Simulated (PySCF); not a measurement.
Compound: C8H6FN.
Structure used (PBE0-D3(BJ)/def2-SVP), in Å, numbered top down from 1:
```
atom  x, y, z in Å
N1     3.3728   -1.0143   -1.2077
C2     2.7081   -0.3052   -0.5803
C3     1.8608    0.5801    0.2050
C4     0.3823    0.3427    0.0101
C5    -0.1470   -0.6516   -0.8137
C6    -1.5262   -0.8109   -0.9450
C7    -2.3956    0.0275   -0.2510
C8    -1.8890    1.0278    0.5776
C9    -0.5145    1.1660    0.6929
F10   -0.0147    2.1200    1.4849
H11    2.1149    1.6222   -0.0514
H12    2.1286    0.4629    1.2688
H13    0.5368   -1.3075   -1.3581
H14   -1.9204   -1.5952   -1.5941
H15   -3.4763   -0.0934   -0.3518
H16   -2.5394    1.7033    1.1357
```

Level of theory: TDDFT B3LYP/def2-SVPD, vertical, gas phase, core orbitals frozen in the response in PySCF.

Ground-to-excited transition dipoles (e·a0, same axes as the geometry; the sign carries no meaning), for the states with f of 0.002 or more among the lowest 9:

| state | E (eV) | μx | μy | μz |
| --- | --- | --- | --- | --- |
| S1 | 5.295 | 0.295 | -0.051 | -0.042 |
| S2 | 5.986 | -0.224 | 0.092 | 0.074 |
| S4 | 6.765 | 0.233 | 0.897 | 0.741 |
| S5 | 6.846 | 1.958 | -0.089 | -0.066 |
| S6 | 6.903 | -0.126 | -0.098 | 0.103 |
| S8 | 7.076 | -0.017 | 0.085 | -0.152 |
| S9 | 7.237 | -0.128 | -0.301 | -0.329 |

Q: What oscillator strength does each state have?

A: f = (2/3) ΔE |μ|² with ΔE in hartree (27.2114 eV).

```tsv
state	|μ|² (au)	|μ| (D)	f
S1	0.091	0.77	0.012
S2	0.064	0.64	0.009
S4	1.408	3.02	0.233
S5	3.846	4.98	0.645
S6	0.036	0.48	0.006
S8	0.031	0.45	0.005
S9	0.215	1.18	0.038
```

Q: What angle do the transition dipoles of S4 and S5 make?

A: |cos θ| = |μa·μb| / (|μa| |μb|) = 0.14, so θ ≈ 82° (taken between 0 and 90°, since the signs are arbitrary).

Q: What peak molar absorption coefficient would the strongest computed level give as a lone Gaussian band 0.4 eV wide at half height?

A: ε(max) = 2.175×10⁸ f / FWHM, with the width in cm⁻¹. S5: 2.175×10⁸ × 0.6452 / 3226 ≈ 43000 L mol⁻¹ cm⁻¹.

The vertical ionisation energy (ΔSCF) is 9.38 eV, 2.15 eV above S9.

Hardware: Arm Neoverse V2, one thread, shared host. Cost: 3.0 min wall.

One conformer stands for the species.
